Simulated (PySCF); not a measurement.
Ionisation energy of Cu by level of theory

Cu [Ar] 3d10 4s1 (2S) → Cu+ [Ar] 3d10 (1S), as a difference of total energies. All numbers are calculated (PySCF 2.14, scalar relativity by spin-free X2C-1e, in cc-pVTZ-DK). Correlated levels: valence: [Ar] frozen. The calculations carry no spin-orbit coupling.

```
           method  ionisation energy (eV)
              UHF                   6.574
           M06-2X                   7.719
           r2SCAN                   8.185
    MP2 (valence)                   7.475
SCS-MP2 (valence)                   7.326
```

Errors of the correlated levels include the incompleteness of this basis and the frozen core.

**Question.** Which method comes closest to the reference value, and which is furthest?

**Answer.** The reference is 7.726 eV (measured; NIST Atomic Spectra Database, ionization energies). Closest: M06-2X (error -0.007 eV); furthest: UHF (error -1.152 eV).
